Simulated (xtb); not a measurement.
A run for xtb: GFN2-xTB on HF (SMILES F).

```
$ xtb mol.xyz --gfn 2 --sp --chrg 0 --uhf 0
2

F     -0.04401971     0.39980914    -0.26978324
H     -0.01821981     0.28339397     0.65836339
```

The log:

```
[...]
           -------------------------------------------------
          |                Calculation Setup                |
           -------------------------------------------------



           -------------------------------------------------
          |                 G F N 2 - x T B                 |
           -------------------------------------------------

        Reference                      10.1021/acs.jctc.8b01176
      * Hamiltonian:
        H0-scaling (s, p, d)           1.850000    2.230000    2.230000
        zeta-weighting                 0.500000
      * Dispersion:
        s8                             2.700000
        a1                             0.520000
        a2                             5.000000
        s9                             5.000000
      * Repulsion:
        kExp                           1.500000    1.000000
        rExp                           1.000000
      * Coulomb:
        alpha                          2.000000
        third order                    shell-resolved
        anisotropic                    true
        a3                             3.000000
        a5                             4.000000
        cn-shift                       1.200000
        cn-exp                         4.000000
        max-rad                        5.000000


          ...................................................
          :                      SETUP                      :
          :.................................................:
          :  # basis functions                   5          :
          :  # atomic orbitals                   5          :
          :  # shells                            3          :
          :  # electrons                         8          :
          :  max. iterations                   250          :
          :  Hamiltonian                  GFN2-xTB          :
          :  restarted?                      false          :
          :  GBSA solvation                  false          :
          :  PC potential                    false          :
          :  electronic temp.          300.0000000     K    :
          :  accuracy                    1.0000000          :
          :  -> integral cutoff          0.2500000E+02      :
          :  -> integral neglect         0.1000000E-07      :
          :  -> SCF convergence          0.1000000E-05 Eh   :
          :  -> wf. convergence          0.1000000E-03 e    :
          :  Broyden damping             0.4000000          :
          :  net charge                          0          :
          :  unpaired electrons                  0          :
          ...................................................

 iter      E             dE          RMSdq      gap      omega  full diag
   1     -5.2382758 -0.523828E+01  0.425E+00   17.41       0.0  T
   2     -5.2411414 -0.286557E-02  0.234E+00   16.73       1.0  T
   3     -5.2418078 -0.666483E-03  0.524E-01   16.24       1.0  T
   4     -5.2418266 -0.187693E-04  0.402E-02   16.32       1.8  T
   5     -5.2418267 -0.124075E-06  0.175E-02   16.33       4.0  T
   6     -5.2418267 -0.210134E-08  0.673E-04   16.33     105.1  T
   7     -5.2418267 -0.146208E-09  0.138E-05   16.33    5138.2  T

   *** convergence criteria satisfied after 7 iterations ***

         #    Occupation            Energy/Eh            Energy/eV
      -------------------------------------------------------------
         1        2.0000           -0.7921819             -21.5564
         2        2.0000           -0.5503935             -14.9770
         3        2.0000           -0.4923691             -13.3980
         4        2.0000           -0.4923691             -13.3980 (HOMO)
         5                          0.1077082               2.9309 (LUMO)
      -------------------------------------------------------------
                  HL-Gap            0.6000773 Eh           16.3289 eV
             Fermi-level           -0.1923304 Eh           -5.2336 eV

 SCC (total)                   0 d,  0 h,  0 min,  0.001 sec
 SCC setup                      ...        0 min,  0.000 sec (  8.329%)
 Dispersion                     ...        0 min,  0.000 sec (  2.137%)
 classical contributions        ...        0 min,  0.000 sec (  1.503%)
 integral evaluation            ...        0 min,  0.000 sec (  8.553%)
 iterations                     ...        0 min,  0.000 sec ( 60.481%)
 molecular gradient             ...        0 min,  0.000 sec ( 11.342%)
 printout                       ...        0 min,  0.000 sec (  6.945%)

         :::::::::::::::::::::::::::::::::::::::::::::::::::::
         ::                     SUMMARY                     ::
         :::::::::::::::::::::::::::::::::::::::::::::::::::::
         :: total energy              -5.222863782359 Eh    ::
         :: gradient norm              0.004527938862 Eh/a0 ::
         :: HOMO-LUMO gap             16.328933567332 eV    ::
         ::.................................................::
         :: SCC energy                -5.241826742964 Eh    ::
         :: -> isotropic ES            0.019298066423 Eh    ::
         :: -> anisotropic ES          0.002836333114 Eh    ::
         :: -> anisotropic XC         -0.001390635358 Eh    ::
         :: -> dispersion             -0.000039316970 Eh    ::
         :: repulsion energy           0.018962960605 Eh    ::
         :: add. restraining           0.000000000000 Eh    ::
         :: total charge              -0.000000000000 e     ::
         :::::::::::::::::::::::::::::::::::::::::::::::::::::

           -------------------------------------------------
          |                Property Printout                |
           -------------------------------------------------

    * Orbital Energies and Occupations

         #    Occupation            Energy/Eh            Energy/eV
      -------------------------------------------------------------
         1        2.0000           -0.7921819             -21.5564
         2        2.0000           -0.5503935             -14.9770
         3        2.0000           -0.4923691             -13.3980
         4        2.0000           -0.4923691             -13.3980 (HOMO)
         5                          0.1077082               2.9309 (LUMO)
      -------------------------------------------------------------
                  HL-Gap            0.6000773 Eh           16.3289 eV
             Fermi-level           -0.1923304 Eh           -5.2336 eV

     #   Z          covCN         q      C6AA      α(0)
     1   9 F        0.740    -0.389    13.390     4.322
     2   1 H        0.740     0.389     0.517     1.136

 Mol. C6AA /au·bohr⁶  :         18.928834
 Mol. C8AA /au·bohr⁸  :        307.594215
 Mol. α(0) /au        :          5.457879


Wiberg/Mayer (AO) data.
largest (>0.10) Wiberg bond orders for each atom

 ---------------------------------------------------------------------------
     #   Z sym  total        # sym  WBO       # sym  WBO       # sym  WBO
 ---------------------------------------------------------------------------
     1   9 F    0.849 --     2 H    0.849
     2   1 H    0.849 --     1 F    0.849
 ---------------------------------------------------------------------------

Topologies differ in total number of bonds
Writing topology from bond orders to xtbtopo.mol

molecular dipole:
                 x           y           z       tot (Debye)
 q only:        0.019      -0.086       0.682
   full:        0.028      -0.124       0.991       2.539
molecular quadrupole (traceless):
                xx          xy          yy          xz          yz          zz
 q only:       -0.198       0.026      -0.360      -0.050       0.614       0.557
  q+dip:       -0.258       0.038      -0.495      -0.075       0.902       0.753
Note: The following floating-point exceptions are signalling: IEEE_DENORMAL
normal termination of xtb
   full:       -0.264       0.038      -0.501      -0.074       0.899       0.765


           -------------------------------------------------
          | TOTAL ENERGY               -5.222863782359 Eh   |
          | GRADIENT NORM               0.004527938862 Eh/α |
          | HOMO-LUMO GAP              16.328933567332 eV   |
           -------------------------------------------------

------------------------------------------------------------------------
------------------------------------------------------------------------
 total:
 SCF:
```

The run finished.

Cost: around 0.020 core-seconds (rough).
